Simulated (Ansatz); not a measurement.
Molecule: TiO, net charge 0, triplet state. The spin state was set by rule; other spins were not relaxed. SMILES: [O]=[Ti]
Geometry: optimised at B3LYP-D3(BJ)/def2-TZVP (Ansatz, a first-principles code).

Wanted: atomisation energy (electronic, to ground-state atoms), in kcal/mol. Cores are frozen in the correlated levels unless marked. Open shells are spin-unrestricted. No spin-orbit coupling. Frozen are the shells of the preceding noble gas and the d and f shells that filled before the atom's block. No relativistic terms. The coupled-cluster limit lacks core correlation, which all-electron functionals hold. CBS marks a two-point X^-3 extrapolation of the correlation energy; Hartree-Fock from the larger set.

The T1 diagnostic of CCSD in the largest basis is 0.046, which is high, so the coupled-cluster rows are less sure than usual.

```tsv
level	program	atomisation energy (kcal/mol)
BLYP/def2-TZVPD	Ansatz	178.6
B97M-V/def2-TZVPD	Ansatz	(withheld)
CAM-B3LYP-D4/def2-TZVPD	Ansatz + dftd4	157.6
CCSD/6-31G*	Ansatz	(withheld)
CCSD(T)/CBS(def2-TZVPPD,def2-QZVPPD)	Ansatz	152.6
```

### Question
Fill in the missing entries.

### Answer

- B97M-V/def2-TZVPD, atomisation energy (kcal/mol): 167.3
- CCSD/6-31G*, atomisation energy (kcal/mol): 126.2
